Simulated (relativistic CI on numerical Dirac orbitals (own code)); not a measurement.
Pt71+: sensitivity of the levels to the model

Base calculation: Dirac-Coulomb-Breit CI, orbitals from a KLI potential per configuration, model QED (radiative potential, 1s self-energy scaled to tabulated hydrogen-like ionisation energies), unscaled Slater integrals.

Configuration list (outside the closed core 1s2): 2s2.2p3, 2s.2p4, 2p5, 2p4.3s, 2s2.2p2.3s, 2p4.3p, 2p4.3d, 2s2.2p2.3p, 2s2.2p2.3d, 2s.2p3.3s, 2s.2p3.3p, 2s.2p3.3d, 2s2.2p2.4s, 2s2.2p2.4p, 2s2.2p2.4d, 2s2.2p2.4f, 2s2.2p.3s2, 2s2.2p.3s.3p, 2s.2p3.4s, 2s.2p3.4p, 2s2.2p2.5s, 2s2.2p.3s.3d, 2s2.2p.3p2, 2s2.2p2.5p, 2s.2p3.4d, 2s2.2p2.5d, 2s.2p3.4f, 2s2.2p2.5f, 2s2.2p2.5g, 2s2.2p.3p.3d, 2s.2p2.3s2, 2s2.2p.3d2, 2s.2p2.3s.3p, 2s.2p2.3s.3d, 2s.2p2.3p2, 2s.2p2.3p.3d. Levels of other configurations are missing.

The lowest level and the first level of each name with at least 55 % of one term (blank where a level has no safe partner in the second run):

```tsv
Level	Base (eV)	Shift (eV)
2s2.2p3 2P°_3/2	0.0	0.0
2s2.2p3 4S°_3/2	1778.2	+4.0
2s2.2p3 2D°_5/2	1801.5	+0.5
2s2.2p3 2P°_1/2	1859.4	-3.6
2s.2p4 4P_5/2	2156.5	+5.8
2s.2p4 2S_1/2	2271.9	-4.4
2s.2p4 4P_3/2	3965.2	+7.3
2s.2p4 2D_5/2	4007.9	+1.8
2s.2p4 2P_1/2	4080.5	-3.8
2s.2p4 2D_3/2	4088.0	-5.5
2p5 2P°_3/2	4506.0	-0.7
2p5 2P°_1/2	6317.0	+0.2
2s2.2p2.3s 4P_3/2	11583.3	+3.4
2s2.2p2.3s 2P_1/2	11594.6	+2.3
2s2.2p2.3s 2D_5/2	11603.2	+0.4
2s2.2p2.3s 2D_3/2	11610.8	-0.2
2s2.2p2.3p 2F°_7/2	12244.0	+1.1
2s2.2p2.3p 2D°_5/2	12275.7	-1.8
2s2.2p2.3d 4D_1/2	12345.1	+3.4
2s2.2p2.3d 2G_7/2	12356.0	+0.9
2s2.2p2.3d 2G_9/2	12485.6	+1.2
2s2.2p2.3d 2F_7/2	12513.5	-1.6
```

At this charge energies of transitions that change n are usually good to better than 1 %, and those within a shell (Δn = 0) to a few per cent.

Problem. One thing was changed in a second run, which moved the levels as shown. Which?
A. configuration mixing switched off
B. one mean potential for all configurations
C. Breit term removed
D. valence Slater integrals scaled by 0.9
E. QED terms removed

Solution. D. Valence Slater integrals scaled by 0.9. Scaling acts on the splittings between terms and on the mixing, and leaves the fine structure of pure LS terms nearly alone; in jj coupling it moves the levels of one term differently.

LS names give the leading component of a level, which can be under half, so a name can repeat, a term be missing and a line seem to break the LS rules.
